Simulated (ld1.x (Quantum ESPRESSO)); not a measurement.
**Pseudopotential generation for technetium (Tc): PAW, LDA (PZ), scalar-relativistic.**

Tc (Z = 43), PAW, made with ld1.x (Quantum ESPRESSO) 7.5 (LDA (PZ), scalar-relativistic). Core [Kr], reference 4d5 5s0.5 5p0 (charge +1.5). Waves: 5s (bound): rcut 2.10, rcutus 2.75 bohr; 5s channel at 3.55 Ry: rcut 2.10, rcutus 2.75 bohr; 5p (bound, empty): rcut 1.70, rcutus 2.30 bohr; 5p channel at 1.45 Ry: rcut 1.70, rcutus 2.30 bohr; 4d (bound): rcut 2.00, rcutus 2.20 bohr; 4d channel at -0.25 Ry: rcut 2.00, rcutus 2.20 bohr. Local part: all-electron potential smoothed inside 2.05 bohr (lloc = -1). Core correction: Bessel-smoothed model core, default radius (core density twice the valence density). Augmentation charge: BESSEL, radius 1.45 bohr.

All-electron outer shells of the reference configuration (LDA (PZ), scalar-relativistic, ld1.x):

```tsv
shell	level (eV)	outermost node (bohr)	outermost maximum (bohr)
4p	-57.27	0.51	1.03
4d	-18.42	0.50	1.27
5s	-15.19	1.27	2.56
5p	-10.14	1.43	3.08
```

Calculated quality:

```json
{"Cutoffs needed": "21 Ry and 35 Ry (the cutoffs (Ry, on a coarse ladder) from which the occupation-weighted sum of valence levels, in a spherical-Bessel basis at the reference potential, stays within 10 and 1 mRy of its value at 400 Ry)", "Ghost test": "ghost states, extra bound levels that the all-electron valence spectrum of the same l lacks: p at -40.2 eV, s at -35.5 eV; a true bound ghost makes a file unfit for plane-wave use (spherical-Bessel basis up to 400 Ry, 20 bohr box)", "Configuration tests": "test run stopped at test 9 of 9 (negative rho), 1 before it not solved; not counted: 4d4 5s2 5p1 (solver errors, printed error -2.7 eV)", "Lowest eigenvalue of the overlap operator": "0.46 (s channel)"}
```

Generation and tests took about 4 s on one core of a shared server CPU.
